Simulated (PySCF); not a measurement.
Se(H)(OH) (H2OSe), SMILES [SeH]O.

Geometry: B3LYP-D3(BJ)/def2-TZVP.

Vertical ionisation energy (IE) and electron affinity (EA) in eV. Rows of orbital energies are one-electron estimates. Where ΔSCF, EOM or ADC give a negative EA the extra electron is unbound and the value depends on the basis.

```csv
level,IE,EA
"−ε(HOMO), −ε(LUMO), B3LYP/def2-TZVPD (PySCF)",6.74,1.82
"−ε(HOMO), −ε(LUMO), M06-2X/def2-TZVPD (PySCF)",…,…
ADC(2)/aug-cc-pVDZ (PySCF),9.05,-0.40
```

### Question
Fill in the missing entries. (An estimate is asked for; the answer gives what the named calculation found.)

### Answer

- −ε(HOMO), −ε(LUMO), M06-2X/def2-TZVPD (PySCF), IE: 8.15
- −ε(HOMO), −ε(LUMO), M06-2X/def2-TZVPD (PySCF), EA: 0.75

### Question
Beyond the first one, list the lowest photoelectron lines from ADC(2)/aug-cc-pVDZ (PySCF 2.14.0) with their pole strengths (two spins summed). (An estimate is asked for; the answer gives what the named calculation found.)

### Answer
10.11 eV (1.71), 12.38 eV (1.74), 13.78 eV (1.78), 15.84 eV (1.73).
